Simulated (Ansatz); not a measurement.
Gas-phase electronic energies from Ansatz, PBE0-D4/def2-TZVP geometries. CBS: MP2 limit from def2 TZ/QZ plus the TZ coupled-cluster correction, frozen cores. Functionals use def2-TZVPP. For Ge outer-core shells are correlated without core-valence functions, which leaves a few kJ/mol of doubt a bond. Scalar relativity is left out up to krypton. Each species was taken in one conformer, which may not be the lowest.

`[OH][GeH2][SiH](O)O` + `O[SiH](O)O` → `[OH][GeH2][O][SiH](O)O` + `O[SiH2]O`  (cleavage of the Ge–Si bond)

```csv
level,ΔE (eV)
PBE-D4,-0.39
CCSD/def2-TZVPP,-0.69
```

Problem. What does CCSD(T)/CBS give? (Best estimate.)

Solution. Ansatz gave: -0.61 eV. The listed levels differ from it by 0.22, -0.08 eV.

Largest T1 diagnostic among the species: 0.012.

From PBE to PBE0 (25 % exact exchange), in def2-TZVPP and without D4, ΔE moves by −0.08 eV. In def2-TZVPP, CCSD(T) changes the Hartree–Fock value by +0.19 eV (the triples alone add +0.01 eV) and MP2 by +0.16 eV.
